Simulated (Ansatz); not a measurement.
Cartesian coordinates in Å:
```
C 1.009 1.930 -0.584
Si 0.195 0.268 -0.754
N 0.928 -1.182 -0.185
C -0.171 -0.737 0.758
Ga -1.835 -1.724 0.843
H 0.263 2.728 -0.594
H 1.565 1.990 0.354
H 1.701 2.111 -1.410
H -0.597 0.127 -1.997
H 1.849 -1.188 0.232
H 0.155 -0.205 1.655
H -2.923 -1.267 1.885
H -2.141 -2.851 -0.204
```

Total charge 0; spin multiplicity 1.

List the PBE0/def2-TZVPP orbital energies in eV (Ansatz 0.2.0). (Estimate.)

Computed: Occupied: -10146.51, -1802.71, -1252.40, -1108.59, -1108.47, -1108.46, -390.94, -278.56, -278.21, -150.65, -145.02, -103.68, -103.37, -103.35, -99.71, -99.68, -99.65, -24.68, -22.77, -22.63, -22.62, -22.49, -22.46, -20.02, -17.34, -14.54, -12.78, -12.39, -11.84, -11.78, -10.06, -9.63, -8.74, -8.26, -8.07, -6.15. Lowest empty: -1.05, 0.19, 0.85, 1.17, 1.72, 1.93, 2.16, 2.37.
